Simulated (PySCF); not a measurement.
Which determinant of TcI lies lowest?

Unrestricted PBE0; basis Tc def2-TZVPP with ECP28, I def2-TZVPP with ECP28; scalar-relativistic core potentials; PySCF 2.14. Outer shells of the fragments: Tc 4d5 5s2; I 4d10 5s2 5p5.

Followed along the bond (rough minima from three points):

```csv
2Ms+1,unpaired,⟨S²⟩ at the start,R at minimum (Å),Te (eV)
7,"σ ↑↑, π ↑↑, δ ↑↑",12.01,2.69,0.00
5,"π ↑↑, δ ↑↑",6.02,2.55,0.17
5,"σ ↑, π ↑, δ ↑↑",6.02,2.60,0.28
5,"σ ↑, π ↑↑, δ ↑",6.02,2.60,0.36
3,"σ ↑, π ↓, δ ↑↑",3.01,2.57,1.30
3,"σ ↑, π ↑↓, δ ↑",3.18,2.58,1.31
```

Solutions found at the starting distance of 2.550 Å, counted from the lowest of them; the search is not exhaustive and high or unbound solutions are not listed, so other states can lie among these:

| 2Ms+1 | unpaired | term | E (eV) | ⟨S²⟩ | ⟨Lz²⟩ | μ (D) |
| --- | --- | --- | --- | --- | --- | --- |
| 7 | σ ↑↑, π ↑↑, δ ↑↑ | ⁷Σ⁺ | 0.00 | 12.01 | 0.00 | -1.37 |
| 5 | π ↑↑, δ ↑↑ | ⁵Σ⁺ | 0.08 | 6.02 | 0.00 | -4.28 |
| 5 | σ ↑, π ↑, δ ↑↑ | ⁵Π | 0.21 | 6.02 | 1.01 | -4.54 |
| 5 | σ ↑, π ↑↑, δ ↑ | ⁵Δ | 0.29 | 6.02 | 4.01 | -4.57 |
| 3 | σ ↑, π ↓, δ ↑↑ | mixed | 1.22 | 3.01 | 1.01 | -4.28 |
| 3 | σ ↑, π ↑↓, δ ↑ | mixed | 1.23 | 3.18 | 5.74 | -4.02 |
| 3 | σ ↑, π ↑↓, δ ↑ | mixed | 1.28 | 3.01 | 6.04 | -4.31 |
| 3 | σ ↓, π ↑↑, δ ↑ | mixed | 1.31 | 3.01 | 4.01 | -4.49 |
| 1 | σ ↑, π ↓↓, δ ↑ | mixed | 1.53 | 2.01 | 4.01 | -4.31 |
| 5 | σ ↑↑, π ↑↓, δ ↑↑ | mixed | 1.57 | 7.01 | 2.01 | -0.53 |
| 1 | σ ↑, π ↓, δ ↑↓ | mixed | 1.65 | 1.98 | 8.91 | -4.39 |
| 1 | π ↓↓, δ ↑↑ | mixed | 1.76 | 2.03 | 0.00 | -4.04 |
| 3 | δ ↑↑ | not assigned | 1.78 | 2.02 | 3.95 | -3.87 |
| 3 | δ ↑↑ | ³Σ⁻ | 2.08 | 2.01 | 0.00 | -4.97 |

A term symbol is given only where ⟨S²⟩ and ⟨Lz²⟩ are close to those of a pure state; real π, δ and φ orbitals otherwise mix terms. A positive dipole means Tc(−)I(+).

**Question.** Compare the gap between the two lowest followed solutions at the starting distance with the gap between their minima.

**Answer.** At PBE0 the second solution (quintet, unpaired electrons π ↑↑, δ ↑↑) lies +0.08 eV from the first (septet, unpaired electrons σ ↑↑, π ↑↑, δ ↑↑) at 2.550 Å and +0.17 eV at the minima; the two curves relax by different amounts, since their minima lie near 2.55 and 2.69 Å.

Spin–orbit coupling is left out. The state is the lowest single determinant that the PBE0 search found; with open d or f shells the true ground state can be another one.
